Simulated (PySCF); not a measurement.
## Field gradients at the hydrogen positions

C4H7F3S2Si.
Z-matrix (Å and degrees, GFN2-xTB geometry), rows numbered from 1:
```
C 
C   1  1.3192
S   2  1.7672  1  122.21
Si  3  2.1396  2  101.24  1   160.63
S   4  2.1491  3  109.31  2    43.03
C   4  1.9044  3  104.28  2   162.54
C   6  1.4932  4  109.18  3   157.83
F   7  1.3428  6  112.47  4   -61.97
F   7  1.3507  6  112.24  4    57.03
F   7  1.3404  6  113.55  4   177.12
H   1  1.0760  2  121.61  3    -1.41
H   1  1.0761  2  120.99  3   178.35
H   2  1.0774  1  123.26  3  -177.88
H   4  1.4577  3  110.92  2   -77.51
H   5  1.3226  4   96.86  3   164.80
H   6  1.0899  4  112.47  3   -82.03
H   6  1.0881  4  110.84  3    39.13
```

Level: PBE0/pcSseg-1 (PySCF, non-relativistic); Q(2H) = 0.00286 b; rigid geometry, the same for H and D, with no vibrational averaging.

Question: Rank these positions by the coupling χzz of a deuteron there, largest first.
A. H15 (S–H hydrogen)
B. H11 (vinylic hydrogen)
C. H14 (Si–H hydrogen)
D. H17 (methylene hydrogen)
E. H13 (vinylic hydrogen)

Answer: B (226 kHz), E (219 kHz), D (208 kHz), A (174 kHz), C (109 kHz).

What are Vzz, η and χzz (234.96 MHz × Q × Vzz) at all hydrogens?

```
atom  bonded to  bond length (Å)  Vzz (au)     η  χzz (kHz)
 H11         C1            1.076    0.3362  0.06        226
 H12         C1            1.076    0.3387  0.06        228
 H13         C2            1.077    0.3262  0.11        219
 H14        Si4            1.458    0.1623  0.02        109
 H15         S5            1.323    0.2588  0.13        174
 H16         C6            1.090    0.3061  0.05        206
 H17         C6            1.088    0.3097  0.05        208
```

Average by the element that carries the hydrogen.

on C: 217 kHz over 5 positions, mean bond length 1.082 Å; on Si: 109 kHz over 1 position, mean bond length 1.458 Å; on S: 174 kHz over 1 position, mean bond length 1.323 Å.

A static deuteron (I = 1) shows a doublet split by (3/2)χ, (3/4)χ(1 + η) and (3/4)χ(1 − η) with the field along z, y and x of the gradient. What are these for H16?

With |χ| = 205.7 kHz and η = 0.052: 309, 162 and 146 kHz, to first order and without motion.

The structure is a single GFN2-xTB conformer in the gas phase; no vibrational or solvent corrections. GFN2-xTB bond lengths can be off by several hundredths of an ångström, more for odd bonds, and the gradients follow them. With a basis this small, the couplings can be 20 % off.
